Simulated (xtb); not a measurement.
Cl$_{2}$Pb (SMILES [Cl][Pb][Cl]), singlet, at a GFN2-xTB geometry (such geometries of metal compounds can be far from the true shape); GFN0-xTB (xtb).

The xtb input:
```
$ xtb mol.xyz --gfn 0 --opt --json

# file mol.xyz
3

Pb     0.00765115    -0.01117216     0.46344358
Cl     1.26191218     1.44651416    -1.10463352
Cl    -1.29881774    -1.39262489    -1.13080023
```

Output, abridged:

```
   ID    Z sym.   atoms
    1   82 Pb     1
    2   17 Cl     2, 3

           -------------------------------------------------
          |                Calculation Setup                |
           -------------------------------------------------

           -------------------------------------------------
          |                 G F N 0 - x T B                 |
           -------------------------------------------------

          ...................................................
          :                      SETUP                      :
          :.................................................:
          :  # basis functions                  24          :
          :  # atomic orbitals                  22          :
          :  # shells                            8          :
          :  # electrons                        18          :
          :  electronic temp.          300.0000000     K    :
          :  accuracy                    1.0000000          :
          :  -> integral cutoff          0.2500000E+02      :
          :  -> integral neglect         0.1000000E-07      :
          ...................................................

         :::::::::::::::::::::::::::::::::::::::::::::::::::::
         ::                     SUMMARY                     ::
         :::::::::::::::::::::::::::::::::::::::::::::::::::::
         :: total energy             -11.053998376268 Eh    ::
         :: gradient norm              0.005466004872 Eh/a0 ::
         :: HOMO-LUMO gap              4.183996369446 eV    ::
         ::.................................................::
         :: H0 energy                -11.022906459278 Eh    ::
         :: repulsion energy           0.002409768624 Eh    ::
         :: electrostat energy        -0.032825689102 Eh    ::
         :: -> Gsolv                   0.000000000000 Eh    ::
         ::    -> Gsasa                0.000000000000 Eh    ::
         ::    -> Gshift               0.000000000000 Eh    ::
         :: dispersion energy         -0.000675996512 Eh    ::
         :: short-range corr.          0.000000000000 Eh    ::
         :: add. restraining           0.000000000000 Eh    ::
         :: total charge              -0.000000000000 e     ::
         :::::::::::::::::::::::::::::::::::::::::::::::::::::

      -----------------------------------------------------------
     |                   =====================                   |
     |                        A N C O P T                        |
     |                   =====================                   |
     |               Approximate Normal Coordinate               |
     |                Rational Function Optimizer                |
      -----------------------------------------------------------
      -----------------------------------------------------------
     |                   =====================                   |
     |                        A N C O P T                        |
     |                   =====================                   |
     |               Approximate Normal Coordinate               |
     |                Rational Function Optimizer                |
      -----------------------------------------------------------

          ...................................................
          :                      SETUP                      :
          :.................................................:
          :   optimization level            normal          :
          :   max. optcycles                   200          :
          :   ANC micro-cycles                  20          :
          :   degrees of freedom                 3          :
          :.................................................:
          :   RF solver                   davidson          :
          :   write xtbopt.log                true          :
          :   linear?                        false          :
          :   energy convergence         0.5000000E-05 Eh   :
          :   grad. convergence          0.1000000E-02 Eh/α :
          :   maxmium RF displ.          1.0000000          :
          :   Hlow (freq-cutoff)         0.1000000E-01      :
          :   Hmax (freq-cutoff)         5.0000000          :
          :   S6 in model hess.         20.0000000          :
          ...................................................

generating ANC from exact Hessian ...
Using Lindh-Hessian (1995)
 Shifting diagonal of input Hessian by    9.1773401747343407E-003
 Lowest  eigenvalues of input Hessian
    0.000000    0.000000    0.000000    0.000000    0.000000    0.000000
    0.010000    0.049245    0.057036
 Highest eigenvalues
    0.000000    0.000000    0.000000    0.010000    0.049245    0.057036

........................................................................
.............................. CYCLE    1 ..............................
........................................................................
 * total energy  :   -11.0539984 Eh     change        0.0000000E+00 Eh
   gradient norm :     0.0054660 Eh/α   predicted     0.0000000E+00 (   0.00%)
   displ. norm   :     0.4321854 α      lambda       -0.2325730E-02
   maximum displ.:     0.4314927 α      in ANC's #1, #2, #1, ...

........................................................................
.............................. CYCLE    2 ..............................
........................................................................
 * total energy  :   -11.0550245 Eh     change       -0.1026158E-02 Eh
   gradient norm :     0.0037798 Eh/α   predicted    -0.1380071E-02 (  34.49%)
   displ. norm   :     0.0785825 α      lambda       -0.2832366E-03
   maximum displ.:     0.0625826 α      in ANC's #2, #1, #3, ...

........................................................................
.............................. CYCLE    3 ..............................
........................................................................
[...]
 * total energy  :   -11.0548503 Eh     change        0.1742261E-03 Eh
 * total energy  :   -11.0550796 Eh     change       -0.2292641E-03 Eh
 * total energy  :   -11.0550799 Eh     change       -0.3610324E-06 Eh
   *** GEOMETRY OPTIMIZATION CONVERGED AFTER 5 ITERATIONS ***
[...]
Cl          -1.21308689370621       -1.29576691959282       -1.17250597443990

 Bond Distances (Angstroems)
 ---------------------------
Pb1-Cl2=2.4700       Pb1-Cl3=2.4700       Cl2-Pb1=2.4700       Cl3-Pb1=2.4700
 Pb Cl Rav=2.4700 sigma=0.0000  Rmin=2.4700  Rmax=2.4700     2

 selected bond angles (degree)
 --------------------
Cl3-Pb1-Cl2= 92.40

 selected dihedral angles (degree)
 ---------------------------------

           -------------------------------------------------
          |                Final Singlepoint                |
           -------------------------------------------------

          ...................................................
          :                      SETUP                      :
          :.................................................:
          :  # basis functions                  24          :
          :  # atomic orbitals                  22          :
          :  # shells                            8          :
          :  # electrons                        18          :
          :  electronic temp.          300.0000000     K    :
          :  accuracy                    1.0000000          :
          :  -> integral cutoff          0.2500000E+02      :
          :  -> integral neglect         0.1000000E-07      :
          ...................................................

         :::::::::::::::::::::::::::::::::::::::::::::::::::::
         ::                     SUMMARY                     ::
         :::::::::::::::::::::::::::::::::::::::::::::::::::::
         :: total energy             -11.055079933202 Eh    ::
         :: gradient norm              0.000284976180 Eh/a0 ::
         :: HOMO-LUMO gap              4.253692796713 eV    ::
         ::.................................................::
         :: H0 energy                -11.024635026003 Eh    ::
         :: repulsion energy           0.002635843010 Eh    ::
         :: electrostat energy        -0.032394668077 Eh    ::
         :: -> Gsolv                   0.000000000000 Eh    ::
         ::    -> Gsasa                0.000000000000 Eh    ::
         ::    -> Gshift               0.000000000000 Eh    ::
         :: dispersion energy         -0.000686082133 Eh    ::
         :: short-range corr.          0.000000000000 Eh    ::
         :: add. restraining           0.000000000000 Eh    ::
         :: total charge              -0.000000000000 e     ::
         :::::::::::::::::::::::::::::::::::::::::::::::::::::

           -------------------------------------------------
          |                Property Printout                |
           -------------------------------------------------

    * Orbital Energies and Occupations

         #    Occupation            Energy/Eh            Energy/eV
      -------------------------------------------------------------
         1        2.0000           -0.9707211             -26.4147
         2        2.0000           -0.9703670             -26.4050
         3        2.0000           -0.7930011             -21.5787
         4        2.0000           -0.4882041             -13.2847
         5        2.0000           -0.4791500             -13.0383
         6        2.0000           -0.4677187             -12.7273
         7        2.0000           -0.4501500             -12.2492
         8        2.0000           -0.4469988             -12.1635
         9        2.0000           -0.4460067             -12.1365 (HOMO)
        10                         -0.2896863              -7.8828 (LUMO)
        11                         -0.1421550              -3.8682
        12                         -0.1367941              -3.7224
        13                         -0.0647571              -1.7621
        14                         -0.0644984              -1.7551
        15                         -0.0642162              -1.7474
        16                         -0.0640171              -1.7420
        17                         -0.0637799              -1.7355
        18                         -0.0625126              -1.7011
        19                         -0.0591804              -1.6104
        20                         -0.0452760              -1.2320
       ...                                ...                  ...
        22                          0.0472396               1.2855
      -------------------------------------------------------------
                  HL-Gap            0.1563203 Eh            4.2537 eV
             Fermi-level            0.0000000 Eh            0.0000 eV

     #   Z          covCN         q      C6AA      α(0)
     1  82 Pb       1.691     0.438   497.872    45.797
     2  17 Cl       0.845    -0.219   103.980    15.587
     3  17 Cl       0.845    -0.219   103.980    15.587

 Mol. C6AA /au·bohr⁶  :       1799.833295
 Mol. C8AA /au·bohr⁸  :     168187.214116
 Mol. α(0) /au        :         76.970903

Wiberg/Mayer (AO) data.
largest (>0.10) Wiberg bond orders for each atom

 ---------------------------------------------------------------------------
     #   Z sym  total        # sym  WBO       # sym  WBO       # sym  WBO
 ---------------------------------------------------------------------------
     1  82 Pb   1.890 --     2 Cl   0.945     3 Cl   0.945
     2  17 Cl   1.009 --     1 Pb   0.945
     3  17 Cl   1.009 --     1 Pb   0.945
 ---------------------------------------------------------------------------

Topologies differ in total number of bonds
Writing topology from bond orders to xtbtopo.mol

 dipole moment from electron density (au)
     X       Y       Z
   0.0481  -0.0703   2.9157  total (Debye):    7.414

optimized geometry written to: xtbopt.xyz

           -------------------------------------------------
          | TOTAL ENERGY              -11.055079933202 Eh   |
          | GRADIENT NORM               0.000284976180 Eh/α |
          | HOMO-LUMO GAP               4.253692796713 eV   |
           -------------------------------------------------
```
